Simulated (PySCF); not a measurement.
**`O=C(O)COC(=S)O[SiH3]`: 4 charge schemes on one density**

C₃H₆O₄SSi.
Cartesian coordinates in Å at the GFN2-xTB level; atoms count from 1:
```
atom  x, y, z in Å
O1    -1.8230    0.6404    0.8487
C2    -2.0373   -0.0886   -0.0753
O3    -3.2161   -0.6427   -0.3412
C4    -1.0000   -0.4793   -1.1253
O5     0.2902   -0.0987   -0.7101
C6     0.8328   -0.7636    0.3242
S7     0.1929   -2.0981    0.9920
O8     1.9538   -0.2451    0.7214
Si9    2.6045    1.1871    0.1689
H10   -3.8696   -0.4049    0.3372
H11   -1.0605   -1.5591   -1.3028
H12   -1.1980    0.0645   -2.0517
H13    1.6403    2.2561    0.3914
H14    3.7685    1.2078    1.0388
H15    2.9171    1.0322   -1.2492
```

Density: PBE0/pcSseg-1 (PySCF); schemes: Mulliken, IAO, Hirshfeld and ESP-fitted. The structure is a single GFN2-xTB conformer in the gas phase; no vibrational or solvent corrections.

Task: Atoms with like bonding are taken together and averaged. Which atoms carry the lowest charge in the Mulliken, IAO, Hirshfeld and ESP-fitted schemes?

Result: The schemes don't all agree: Mulliken O8 (-0.525); IAO O8 (-0.522); Hirshfeld O1 (-0.266); ESP-fitted O3 (-0.591).

Task: At which atom do the 4 schemes differ most?

Result: At Si9: from +0.400 (Hirshfeld) to +0.853 e (IAO), 0.453 e apart.

Task: Tabulate the Mulliken, IAO, Hirshfeld and ESP-fitted charges.

Result: In e; atoms taken as equivalent share a row and are averaged (×n: the atom named and its like, n in all):

```json
{"atom": "O1", "environment": "acid carbonyl oxygen", "Mulliken": "-0.383", "IAO": "-0.448", "Hirshfeld": "-0.266", "ESP-fitted": "-0.486"}
{"atom": "C2", "environment": "carboxylic acid carbon", "Mulliken": "+0.409", "IAO": "+0.529", "Hirshfeld": "+0.202", "ESP-fitted": "+0.617"}
{"atom": "O3", "environment": "acid hydroxyl oxygen", "Mulliken": "-0.361", "IAO": "-0.475", "Hirshfeld": "-0.164", "ESP-fitted": "-0.591"}
{"atom": "C4", "environment": "sp3 carbon bound to oxygen", "Mulliken": "+0.064", "IAO": "-0.116", "Hirshfeld": "0.000", "ESP-fitted": "+0.019"}
{"atom": "O5", "environment": "oxygen bonded to 2 C", "Mulliken": "-0.469", "IAO": "-0.309", "Hirshfeld": "-0.078", "ESP-fitted": "-0.275"}
{"atom": "C6", "environment": "thiocarbonyl carbon", "Mulliken": "+0.430", "IAO": "+0.308", "Hirshfeld": "+0.167", "ESP-fitted": "+0.459"}
{"atom": "S7", "environment": "thiocarbonyl sulfur", "Mulliken": "-0.171", "IAO": "-0.201", "Hirshfeld": "-0.202", "ESP-fitted": "-0.307"}
{"atom": "O8", "environment": "silyl ether oxygen", "Mulliken": "-0.525", "IAO": "-0.522", "Hirshfeld": "-0.165", "ESP-fitted": "-0.425"}
{"atom": "Si9", "environment": "oxygen-bound silicon", "Mulliken": "+0.679", "IAO": "+0.853", "Hirshfeld": "+0.400", "ESP-fitted": "+0.665"}
{"atom": "H10", "environment": "acid proton", "Mulliken": "+0.253", "IAO": "+0.380", "Hirshfeld": "+0.197", "ESP-fitted": "+0.447"}
{"atom": "H11/H12", "environment": "methylene hydrogen", "Mulliken": "+0.168", "IAO": "+0.182", "Hirshfeld": "+0.055", "ESP-fitted": "+0.095"}
{"atom": "H13/H14/H15", "environment": "Si–H hydrogen", "Mulliken": "-0.087", "IAO": "-0.122", "Hirshfeld": "-0.067", "ESP-fitted": "-0.104"}
```

Mean size of the charges over all atoms: IAO 0.325 e, ESP-fitted 0.320 e, Mulliken 0.289 e, Hirshfeld 0.144 e. Each set sums to the total charge, 0, to within 0.001 e. The Hirshfeld scheme divides the density at each point in proportion to the densities of the neutral, spherically averaged free atoms. The IAO scheme projects the occupied orbitals on a minimal set of polarised atomic orbitals and counts the electrons in each atom's part of it.

Some averages cover members that differ in this geometry: H11/H12, ESP-fitted +0.073 to +0.117 e.

Task: Sum the charges by element, for elements with more than one atom.

Result: 
| element | atoms | Mulliken | IAO | Hirshfeld | ESP-fitted |
| --- | --- | --- | --- | --- | --- |
| O | 4 | -1.739 | -1.753 | -0.672 | -1.777 |
| C | 3 | +0.903 | +0.722 | +0.369 | +1.095 |
| H | 6 | +0.328 | +0.380 | +0.106 | +0.324 |

Task: How closely do the schemes follow one another over all atoms?

Result: Correlation coefficient and root-mean-square difference: IAO with ESP-fitted 0.97, 0.097 e; Mulliken with IAO 0.97, 0.102 e; IAO with Hirshfeld 0.96, 0.221 e; Hirshfeld with ESP-fitted 0.96, 0.223 e; Mulliken with ESP-fitted 0.95, 0.123 e; Mulliken with Hirshfeld 0.92, 0.193 e.

Task: How many electrons does the Mulliken scheme count on Si9?

Result: Z − q = 14 − (+0.679) = 13.321.

The run behind these numbers computed NMR shieldings as well. On one thread, Arm Neoverse V2 (aarch64), shared host with 96 logical CPUs at a one-minute load of 29, this took 29 s of wall time and 0.87 GiB of memory at its peak.
